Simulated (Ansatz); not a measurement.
**Molecular dynamics of CH$_{4}$NSb**

Input:

```yaml
crystal:
  periodic: [false, false, false]
  atoms:
    - { symbol: C, position_ang: [-1.002618, -0.439182, -0.695177] }
    - { symbol: "N", position_ang: [-0.13796, -0.995802, 0.040375] }
    - { symbol: Sb, position_ang: [0.964174, 0.122509, 1.446805] }
    - { symbol: H, position_ang: [-1.595265, -1.060203, -1.396644] }
    - { symbol: H, position_ang: [-1.238437, 0.647102, -0.724684] }
    - { symbol: H, position_ang: [0.653484, 1.686817, 0.751685] }
    - { symbol: H, position_ang: [2.417823, -0.029141, 0.53184] }
basis:
  gaussian: { orbitals: def2-SVP }
hamiltonian:
  xc: b3lyp
  dispersion: d4
md:
  timestep: 0.5
  n_steps: 150
  ensemble: nvt_langevin
  temperature: 500.0
  initial_velocities: maxwell_boltzmann
  seed: 409871
  friction: 0.01
scf:
  lower_state_search: "off"
```

Command:

```bash
$ ansatz run input.yaml --threads 1 --pin off --max-ram 2048MiB --backend cpu --events-out ev --progress --plain --runs-dir out
```

It starts from a relaxed structure.

Output, in part (step lines, the closing report, with atoms numbered from 0):

```
md step     0: t =     0.00 fs  T =   428.6 K  F+E_penalty+E_count = -9128.75984839 eV  E_kin = 0.387780 eV  (14 SCF iters)
[... lines left out ...]
Total energy: -9128.50569377 eV, -335.4663967226 hartree
Atom 0 at    -0.655331    -0.813178    -0.772408 Å, force    -0.943887    -0.109317    -1.389328 eV/Å
Atom 1 at     0.332585    -1.143324    -0.073901 Å, force     0.355155     0.092011    -0.303564 eV/Å
Atom 2 at     0.891786     0.186600     1.407059 Å, force    -0.737807    -0.954649     2.348563 eV/Å
Atom 3 at    -0.938801    -1.382032    -1.691764 Å, force     0.124228    -0.370236     0.388908 eV/Å
Atom 4 at    -1.341848     0.054275    -0.671490 Å, force     0.216392     0.281072     0.336356 eV/Å
Atom 5 at     0.385923     1.629022     0.766415 Å, force    -0.411924     0.908408    -0.694240 eV/Å
Atom 6 at     2.404311     0.390761     0.840597 Å, force     1.397843     0.152711    -0.686694 eV/Å
Dipole moment:    -0.171125     0.269533    -0.016528 e Å
```

The steps, from the saved trajectory:

```json
{"time (fs)": "0", "T (K)": "429", "potential energy less start (eV)": "0.000"}
{"time (fs)": "2.5", "T (K)": "277", "potential energy less start (eV)": "0.126"}
{"time (fs)": "5", "T (K)": "237", "potential energy less start (eV)": "0.159"}
{"time (fs)": "7.5", "T (K)": "261", "potential energy less start (eV)": "0.154"}
{"time (fs)": "10", "T (K)": "264", "potential energy less start (eV)": "0.151"}
{"time (fs)": "12.5", "T (K)": "194", "potential energy less start (eV)": "0.200"}
{"time (fs)": "15", "T (K)": "220", "potential energy less start (eV)": "0.209"}
{"time (fs)": "17.5", "T (K)": "345", "potential energy less start (eV)": "0.113"}
{"time (fs)": "20", "T (K)": "318", "potential energy less start (eV)": "0.189"}
{"time (fs)": "22.5", "T (K)": "319", "potential energy less start (eV)": "0.152"}
{"time (fs)": "25", "T (K)": "339", "potential energy less start (eV)": "0.209"}
{"time (fs)": "27.5", "T (K)": "328", "potential energy less start (eV)": "0.259"}
{"time (fs)": "30", "T (K)": "391", "potential energy less start (eV)": "0.170"}
{"time (fs)": "32.5", "T (K)": "340", "potential energy less start (eV)": "0.166"}
{"time (fs)": "35", "T (K)": "443", "potential energy less start (eV)": "0.153"}
{"time (fs)": "37.5", "T (K)": "255", "potential energy less start (eV)": "0.283"}
{"time (fs)": "40", "T (K)": "342", "potential energy less start (eV)": "0.183"}
{"time (fs)": "42.5", "T (K)": "347", "potential energy less start (eV)": "0.245"}
{"time (fs)": "45", "T (K)": "288", "potential energy less start (eV)": "0.307"}
{"time (fs)": "47.5", "T (K)": "191", "potential energy less start (eV)": "0.400"}
{"time (fs)": "50", "T (K)": "286", "potential energy less start (eV)": "0.338"}
{"time (fs)": "52.5", "T (K)": "418", "potential energy less start (eV)": "0.211"}
{"time (fs)": "55", "T (K)": "353", "potential energy less start (eV)": "0.321"}
{"time (fs)": "57.5", "T (K)": "507", "potential energy less start (eV)": "0.229"}
{"time (fs)": "60", "T (K)": "618", "potential energy less start (eV)": "0.201"}
{"time (fs)": "62.5", "T (K)": "601", "potential energy less start (eV)": "0.211"}
{"time (fs)": "65", "T (K)": "499", "potential energy less start (eV)": "0.337"}
{"time (fs)": "67.5", "T (K)": "491", "potential energy less start (eV)": "0.309"}
{"time (fs)": "70", "T (K)": "505", "potential energy less start (eV)": "0.233"}
{"time (fs)": "72.5", "T (K)": "460", "potential energy less start (eV)": "0.302"}
{"time (fs)": "75", "T (K)": "480", "potential energy less start (eV)": "0.254"}
```

The run went to its last step. The mean temperature of the second half is 18 % below the set value. A run of 0.075 ps of so small a system gives no equilibrium averages.

The same pairs are bonded in the first frame and the last. Pairs count as bonded within 1.25 times the sum of covalent radii (0.12 Å more for H–H).

Last frame:

```xyz
7
Properties=species:S:1:pos:R:3
C -0.655 -0.813 -0.772
N 0.333 -1.143 -0.074
Sb 0.892 0.187 1.407
H -0.939 -1.382 -1.692
H -1.342 0.054 -0.671
H 0.386 1.629 0.766
H 2.404 0.391 0.841
```

The run took 4.3 min on 1 thread of Arm Neoverse V2, with other jobs on the host, peak memory 0.14 GiB.
